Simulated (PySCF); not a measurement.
water (H2O), singlet, geometry from GFN2-xTB; PySCF with CCSD(T)/def2-SVPD.

The PySCF input:
```python
from pyscf import gto, scf, cc

mol = gto.M(
    atom='''
O     0.00956971    0.00206403    0.11338892
H    -0.05579359    0.76362201   -0.46612807
H    -0.02076411   -0.78013425   -0.44098332
''',
    basis='def2-svpd',
    verbose=4,
)

mf = scf.RHF(mol)
mf.kernel()

mycc = cc.CCSD(mf, frozen=1)
mycc.kernel()
et = mycc.ccsd_t()
print('E(CCSD(T)) = %.10f' % (mycc.e_tot + et))
```

It wrote (shortened):

```
PySCF version 2.14.0

[INPUT] verbose = 4
[INPUT] num. atoms = 3
[INPUT] num. electrons = 10
[INPUT] charge = 0
[INPUT] spin (= nelec alpha-beta = 2S) = 0
[INPUT] symmetry False subgroup None
[INPUT] Mole.unit = angstrom
[INPUT] Symbol           X                Y                Z      unit          X                Y                Z       unit  Magmom
[INPUT]  1 O      0.009569710000   0.002064030000   0.113388920000 AA    0.018084130992   0.003900451413   0.214274004360 Bohr   0.0
[INPUT]  2 H     -0.055793590000   0.763622010000  -0.466128070000 AA   -0.105434604606   1.443036461590  -0.880854391272 Bohr   0.0
[INPUT]  3 H     -0.020764110000  -0.780134250000  -0.440983320000 AA   -0.039238481120  -1.474240072893  -0.833337700301 Bohr   0.0

nuclear repulsion = 9.16954040016119
number of shells = 17
number of NR pGTOs = 53
number of NR cGTOs = 39
basis = def2-svpd
ecp = {}

******** <class 'pyscf.scf.hf.RHF'> ********
method = RHF
initial guess = minao
damping factor = 0
level_shift factor = 0
DIIS = <class 'pyscf.scf.diis.CDIIS'>
diis_start_cycle = 1
diis_space = 8
diis_damp = 0
SCF conv_tol = 1e-09
SCF conv_tol_grad = None
SCF max_cycles = 50
direct_scf = True
direct_scf_tol = 1e-13
Set gradient conv threshold to 3.16228e-05
Initial guess from minao.
init E= -75.7861730853624
  HOMO = -0.477812204635123  LUMO = 0.0537682986193451  gap/eV = 14.46504
cycle= 1 E= -75.9409377634518  delta_E= -0.155  |g|= 0.41  |ddm|= 1.31
  HOMO = -0.441516587679965  LUMO = 0.0883884631956358  gap/eV = 14.41945
cycle= 2 E= -75.9648692626092  delta_E= -0.0239  |g|= 0.227  |ddm|= 0.379
  HOMO = -0.520486792612481  LUMO = 0.0888900348012269  gap/eV = 16.58199
cycle= 3 E= -75.9739732033805  delta_E= -0.0091  |g|= 0.0267  |ddm|= 0.138
  HOMO = -0.511184856922329  LUMO = 0.0917192819406774  gap/eV = 16.40586
cycle= 4 E= -75.9741399866146  delta_E= -0.000167  |g|= 0.00496  |ddm|= 0.0194
  HOMO = -0.51175546912211  LUMO = 0.0917664271522147  gap/eV = 16.42267
cycle= 5 E= -75.974151744006  delta_E= -1.18e-05  |g|= 0.000974  |ddm|= 0.00579
  HOMO = -0.511931209741084  LUMO = 0.0917449030212207  gap/eV = 16.42686
cycle= 6 E= -75.9741523700386  delta_E= -6.26e-07  |g|= 0.000172  |ddm|= 0.00155
  HOMO = -0.511977131218609  LUMO = 0.0917443456038916  gap/eV = 16.42810
cycle= 7 E= -75.974152391604  delta_E= -2.16e-08  |g|= 2.48e-05  |ddm|= 0.000332
  HOMO = -0.511980094044859  LUMO = 0.0917449784192943  gap/eV = 16.42820
cycle= 8 E= -75.9741523919903  delta_E= -3.86e-10  |g|= 3.06e-06  |ddm|= 4.06e-05
  HOMO = -0.511979582526784  LUMO = 0.091745225052442  gap/eV = 16.42819
Extra cycle  E= -75.9741523919945  delta_E= -4.26e-12  |g|= 1.21e-06  |ddm|= 4.11e-06
converged SCF energy = -75.9741523919945

******** <class 'pyscf.cc.ccsd.CCSD'> ********
CC2 = 0
CCSD nocc = 4, nmo = 38
frozen orbitals 1
max_cycle = 50
direct = 0
conv_tol = 1e-07
conv_tol_normt = 1e-05
diis_space = 6
diis_start_cycle = 0
diis_start_energy_diff = 1e+09
Init t2, MP2 energy = -76.1893423491901  E_corr(MP2) -0.215189957195548
Init E_corr(CCSD) = -0.215189957196065
cycle = 1  E_corr(CCSD) = -0.217398539625814  dE = -0.00220858243  norm(t1,t2) = 0.0345268
cycle = 2  E_corr(CCSD) = -0.221902993931923  dE = -0.00450445431  norm(t1,t2) = 0.0101594
cycle = 3  E_corr(CCSD) = -0.222319453803587  dE = -0.000416459872  norm(t1,t2) = 0.00498609
cycle = 4  E_corr(CCSD) = -0.223032499787911  dE = -0.000713045984  norm(t1,t2) = 0.00191755
cycle = 5  E_corr(CCSD) = -0.223017979399176  dE = 1.45203887e-05  norm(t1,t2) = 0.000294317
cycle = 6  E_corr(CCSD) = -0.223003748473506  dE = 1.42309257e-05  norm(t1,t2) = 0.000103138
cycle = 7  E_corr(CCSD) = -0.223002501272221  dE = 1.24720128e-06  norm(t1,t2) = 2.40069e-05
cycle = 8  E_corr(CCSD) = -0.223003434380108  dE = -9.33107887e-07  norm(t1,t2) = 6.39525e-06
cycle = 9  E_corr(CCSD) = -0.223003203671509  dE = 2.30708599e-07  norm(t1,t2) = 1.84709e-06
cycle = 10  E_corr(CCSD) = -0.22300319205703  dE = 1.16144788e-08  norm(t1,t2) = 6.46976e-07
CCSD converged
E(CCSD) = -76.19715558405157  E_corr = -0.2230031920570302
CCSD(T) correction = -0.00478866145124562
E(CCSD(T)) = -76.2019442455
```
